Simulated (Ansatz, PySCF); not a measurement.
Donor–acceptor adduct: AlH3 (SMILES [AlH3]) (first 4 atoms) with CHN (SMILES C#N); geometry from B3LYP-D3(BJ)/def2-TZVP, rigid monomers moved along the line of their centres of mass till Al1···N6 is 3.71 Å.
(charge 0, multiplicity 1):
```xyz
7

Al    -0.162     0.364     0.263
H      1.254     0.824    -0.300
H     -1.237     1.489     0.595
H     -0.691    -1.082    -0.136
C      1.207    -0.632     4.812
N      0.885    -0.400     3.743
H      1.508    -0.850     5.813
```

Quantity: the interaction energy.

Interaction energies are E(AB) − E(A) − E(B) at the monomers' geometry in the complex; basis-set methods are counterpoise corrected.

Correlated levels freeze the cores. CBS: X⁻³ extrapolation of the correlation energy, Hartree–Fock from the larger set.

Programs: Ansatz (a quantum-chemistry and plane-wave program); PySCF for the dispersion terms. 

Costs are ratios of core time to PBE/def2-TZVPPD (roughly 5 s), for whole runs (searches for the state included, and forces where a run took them) on one shared machine, so rough; each difference counts from -17.9 kJ/mol (CCSD(T)/CBS(aug-cc-pV(D+d)Z, aug-cc-pV(T+d)Z), a level with limits of its own).

A star marks coupled-cluster runs past 200 virtual orbitals, where the program's memory plan changes under this machine's limit, so their costs aren't comparable with smaller runs.

```
level                      basis functions  cost  difference (kJ/mol)
-------------------------  ---------------  ----  -------------------
PBE/def2-TZVPPD                        190    ×1                  1.7
PBE-D3(BJ)/def2-TZVPPD                 190    ×1                  0.1
B3LYP/def2-TZVPPD                      190    ×1                  2.8
B3LYP-D3(BJ)/def2-TZVPPD               190    ×1                  0.2
PBE0/def2-TZVPPD                       190    ×2                  1.7
PBE0-D3(BJ)/def2-TZVPPD                190    ×2                  0.0
r2SCAN/def2-TZVPPD                     190    ×2                  1.0
r2SCAN-D3(BJ)/def2-TZVPPD              190    ×2                  0.2
wB97X-V/def2-TZVPPD                    190    ×3                 -0.2
wB97M-V/def2-TZVPPD                    190    ×3                  0.3
CCSD(T)/aug-cc-pV(D+d)Z                114    ×4                  0.0
CCSD(T)/aug-cc-pV(T+d)Z                239  ×50*                  0.0
```
